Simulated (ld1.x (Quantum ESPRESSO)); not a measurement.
**Reading a pseudo-wave (Al (Z = 13))**

Columns: radius, all-electron u(r) and pseudo u(r) of the 3s shell (level -19.14 eV) of aluminium in the configuration [Ne] 3s1.5 3p0; Wu–Cohen, non-relativistic, PAW scheme, ld1.x (Quantum ESPRESSO) 7.5.

| r (bohr) | all-electron | pseudo |
| --- | --- | --- |
| 0.120 | 0.0973 | 0.0769 |
| 0.240 | -0.1726 | 0.1528 |
| 0.360 | -0.3187 | 0.2269 |
| 0.480 | -0.3203 | 0.2981 |
| 0.600 | -0.2301 | 0.3658 |
| 0.720 | -0.0954 | 0.4291 |
| 0.840 | 0.0531 | 0.4874 |
| 0.960 | 0.1970 | 0.5401 |
| 1.080 | 0.3266 | 0.5869 |
| 1.200 | 0.4373 | 0.6275 |
| 1.320 | 0.5281 | 0.6615 |
| 1.440 | 0.5995 | 0.6888 |
| 1.560 | 0.6533 | 0.7095 |
| 1.680 | 0.6909 | 0.7235 |
| 1.800 | 0.7142 | 0.7309 |
| 1.920 | 0.7247 | 0.7319 |
| 2.040 | 0.7243 | 0.7266 |
| 2.160 | 0.7148 | 0.7152 |
| 2.280 | 0.6978 | 0.6978 |
| 2.400 | 0.6747 | 0.6747 |
| 2.520 | 0.6470 | 0.6470 |
| 2.640 | 0.6157 | 0.6157 |
| 2.760 | 0.5821 | 0.5821 |
| 2.880 | 0.5470 | 0.5470 |
| 3.000 | 0.5113 | 0.5113 |
| 3.120 | 0.4759 | 0.4759 |

(1) How many radial nodes do the two functions have?

(2) At about which radius was the pseudo-wave matched?

(3) Is the pseudo-wave norm-conserving?

Answers

(1) The all-electron 3s function has n − l − 1 = 2; the pseudo-wave has 0, since the states of the same l below it are removed with the core.

(2) 2.30 bohr. The columns agree to 0.0005 from 2.16 bohr on; several derivatives are matched, so the curves merge somewhat inside the radius.

(3) No, it belongs to a PAW set: the norm inside the radius is not constrained, and the difference is carried by the augmentation charge.
